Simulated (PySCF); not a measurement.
Excitations are Tamm–Dancoff values on a coarser integration grid. The basis has no diffuse functions, so Rydberg states are missing or too high.

## H$_{9}$GaSi$_{3}$, SMILES `[SiH3][Ga]([SiH3])[SiH3]` (charge 0, multiplicity 1)

Calculation: PBE-D3(BJ)/def2-TZVP run with PySCF.

- HOMO: -6.30 eV
- dipole moment: 0.09 D
- HOMO–LUMO gap: 2.92 eV
- LUMO: -3.38 eV
- S1 excitation (TDA): 3.14 eV
- S1 oscillator strength: 0.000
- T1 excitation (TDA): 2.64 eV
- S1–T1 gap (TDA): 0.50 eV
- total energy: -2798.0023 Ha
- cost: very roughly 12 core-minutes

```xyz
13

Si     1.8645    -1.4975    -0.1153
Ga    -0.0272     0.0212    -0.0238
Si    -2.2550    -0.8931     0.2737
Si     0.3672     2.4095    -0.1813
H      3.0117    -0.9512    -0.9095
H      2.3500    -1.6988     1.2922
H      1.5153    -2.8461    -0.6668
H     -2.3572    -1.4288     1.6732
H     -3.3532     0.1087     0.0901
H     -2.5068    -2.0387    -0.6603
H      1.6545     2.8201     0.4676
H      0.4724     2.7550    -1.6397
H     -0.7363     3.2396     0.3997
```
